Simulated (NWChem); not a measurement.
## Atomisation of H2Ge

```xyz
3

Ge     0.0000     0.0000     0.0664
H     -1.1425     0.0000    -1.0616
H      1.1425     0.0000    -1.0616
```
Charge 0, spin multiplicity 1.

Everything below was run with NWChem. Structure: optimised with B3LYP/def2-SVP, a minimum by its harmonic frequencies.

Basis set: def2-TZVP. The atomisation energy is electronic alone: no zero-point, thermal, spin-orbit or counterpoise terms. No value is extrapolated to the basis-set limit. Free atoms are single determinants with multiplicities Ge 3, H 2. Correlated methods freeze the same cores in atoms and molecule, 9 orbitals in all.

The Hamiltonian is non-relativistic. The correlated methods keep 9 core orbitals frozen. B3LYP has NWChem's definition, with VWN1-RPA local correlation. The structure started from a generated list of species. The stability of the SCF solutions was not checked. Open-shell Hartree-Fock references start from PBE0 orbitals. No row is a measurement; the coupled-cluster row has its own basis-set and correlation limits.

| method | atomisation energy (kcal/mol) |
|---|---|
| HF | 97.4 |
| PBE0 | 137.0 |
| MP2 | 128.6 |
| B3LYP | 142.6 |
| PBE | ? |
| M06-2X | 137.0 |
| CAM-B3LYP | ? |
| CCSD(T) | ? |
| LC-wPBE (omega 0.3 per bohr) | 135.9 |

**Question.** What belongs in the gaps?

**Answer.** 
- PBE, atomisation energy (kcal/mol): 138.6
- CAM-B3LYP, atomisation energy (kcal/mol): 142.4
- CCSD(T), atomisation energy (kcal/mol): 136.1
